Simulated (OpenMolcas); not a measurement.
**Levels of Ar+ by method**

* Program: OpenMolcas
* Basis: ANO-RCC-VTZP [5s4p2d1f]
* Scalar Hamiltonian: DKH2, point nucleus
* Active space: 7 electrons in 4 orbitals (3s 3p)
* State averaging: 2S+1 = 2 odd, 3 roots; 2S+1 = 2 even, 1 root
* Spin-orbit coupling: state interaction with AMFI integrals over the reference wave functions, term energies averaged over their components

Methods on the same reference wave functions:
A. CASSCF
B. SS-CASPT2, IPEA 0.25 Eh, imaginary shift 0.1 Eh (closed shells correlated: 2s 2p)
C. XMS-CASPT2, IPEA 0.25 Eh, imaginary shift 0.1 Eh (closed shells correlated: 2s 2p)

Energies in cm-1 above 3s2 3p5 2P* 3/2, the measured ground level; measured values from NIST Handbook of Basic Atomic Spectroscopic Data.

```
          Level       A       B       C  Measured
3s2 3p5 2P* 3/2     0.0     0.0     0.0       0.0
3s2 3p5 2P* 1/2    1335    1335    1335      1432
  3s 3p6 2S 1/2  151052  127120  128430    108722
```

Deviations, from unrounded energies. A percentage is the sum of absolute deviations over the sum of measured energies, with the sign that they share, or ± where signs differ.

```json
{"Against measurement": "mean absolute deviation (cm-1)", "Levels": "2", "A": "21000", "B": "9200", "C": "9900"}
{"Against measurement": "fine structure of the ground term (%)", "Levels": "1", "A": "-6.7", "B": "-6.7", "C": "-6.7"}
{"Against measurement": "other configurations (%)", "Levels": "1", "A": "+38.9", "B": "+16.9", "C": "+18.1"}
```

B lies closest to measurement on these levels and A furthest from it. The largest miss of B in the table is 3s 3p6 2S 1/2, by +18000 cm-1. The ranking rests on the paired levels alone, and a cruder setting can come out closer through cancelling errors.

Between B and C the level of the table that moves most is 3s 3p6 2S 1/2, by 1300 cm-1 (lowest in B, highest in C). Moves below CASPT2's spread within the term are not significant.

The lowest spin-free term lies below A's lowest term by 0.210 hartree in B, 0.216 hartree in C.

Term energies are means over components that CASPT2 splits; among the terms shown or strongly mixed into the levels shown the widest spread is 17 cm-1 (3s2 3p5 2P*, C). Over all roots computed the reference weight is 0.87 to 0.95 in B, 0.87 to 0.94 in C; the roots of lowest weight are the least certain, and an intruder state may touch them. Without dynamic correlation excited terms often stand tens of per cent too high (terms of higher spin than the ground term too low), and those without a measured partner can miss by more than the paired ones (holds for A). Computed and measured levels are paired by configuration, term and J; levels that our copy of the source lacks, or whose pairing is in doubt (as where it misses far off the trend of its configuration), stay unpaired and out of the deviations. Only configurations of the active space appear.

* marks odd parity.
